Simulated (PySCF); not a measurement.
Ge(Cl)3(SH) (Cl3GeHS), SMILES [SH][Ge]([Cl])([Cl])[Cl]. Atoms are numbered in the order given.

```xyz
6

S      0.7580     2.0863     0.0000
Ge     0.0012     0.0081     0.0000
Cl     0.6543    -1.0982    -1.7316
Cl    -2.1449     0.1186     0.0000
Cl     0.6543    -1.0982     1.7316
H      2.0515     1.6823     0.0000
```

Coordinates come from a B3LYP-D3(BJ)/def2-SVP optimisation. The structure was generated by enumeration, and PubChem lists no compound with its InChIKey, so it may never have been made. Other conformers were not sampled.

Computed with TDA-PBE/def2-SVPD in PySCF.

Vertical excitations. Isolated molecule, no solvent. State labels are in the subgroup Cs.

Computed UV-visible absorptions:
```
state  symmetry  energy (eV)  λ (nm)      f                          main pairs
-----  --------  -----------  ------  -----  ----------------------------------
S1           A"         3.90     318  0.005                      HOMO→LUMO 99 %
S2           A"         4.80     259  0.000                    HOMO−1→LUMO 99 %
S3           A'         5.09     243  0.012  HOMO−2→LUMO 72 %, HOMO−4→LUMO 25 %
S4           A"         5.16     240  0.016                    HOMO−3→LUMO 95 %
S5           A'         5.30     234  0.056  HOMO−4→LUMO 68 %, HOMO−2→LUMO 23 %
S6           A'         5.48     226  0.013                    HOMO−5→LUMO 97 %
S7           A"         5.49     226  0.015                    HOMO−6→LUMO 94 %
S8           A"         5.83     213  0.000                    HOMO→LUMO+1 97 %
S9           A"         6.28     198  0.015                    HOMO→LUMO+2 94 %
S10          A'         6.45     192  0.020  HOMO→LUMO+3 59 %, HOMO−7→LUMO 38 %
T1           A"         3.57     347      0                     HOMO→LUMO 100 %
T2           A"         4.51     275      0                   HOMO−1→LUMO 100 %
T3           A'         4.67     265      0  HOMO−2→LUMO 85 %, HOMO−4→LUMO 14 %
T4           A"         4.78     259      0                    HOMO−3→LUMO 99 %
```
Triplets are in the Tamm–Dancoff approximation.
